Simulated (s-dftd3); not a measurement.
CeO$_{2}$ (SMILES [O]=[Ce]=[O]), singlet, at a GFN2-xTB geometry (such geometries of metal compounds can be far from the true shape); D3(op) for b97d run with s-dftd3 1.4.0.

Input for s-dftd3:
```
$ s-dftd3 mol.xyz --op b97d --json dftd3.json --noedisp --grad

# file mol.xyz
3

Ce    -0.16924966     0.08770245    -0.18012469
O      1.87597302    -0.06772443    -0.41145043
O     -0.64891296    -0.56811834     1.71735447
```

Task: Write the output that s-dftd3 gives for this input, abridged.

Result: 
```
-----------------------------------
 s i m p l e   D F T - D 3  v1.4.0
-----------------------------------

Optimized power damping: b97d-D3(op)
--------------------
   s6        1.0000
   s8        1.4686
   s9        0.0000
   a1        0.6000
   a1        2.5000
  alp       14.0000
 beta        0.0000
--------------------

Dispersion energy:      -2.8991583631830E-03 Eh

Gradient norm:           3.6820382542791E-04 Eh/a0
--------------------------------------------------
     #    Z           dE/dx      dE/dy      dE/dz
--------------------------------------------------
     1   58 Ce   -1.610E-05  8.340E-06 -1.713E-05
     2    8 O     2.042E-04  3.470E-05 -1.568E-04
     3    8 O    -1.881E-04 -4.304E-05  1.739E-04
--------------------------------------------------

Virial:
--------------------------------------------------
      component           x          y          z
--------------------------------------------------
          x       9.596E-04  1.731E-04 -7.637E-04
          y       1.731E-04  4.315E-05 -1.695E-04
          z      -7.637E-04 -1.695E-04  6.922E-04
--------------------------------------------------

[Info] JSON dump of results written to 'dftd3.json'
```
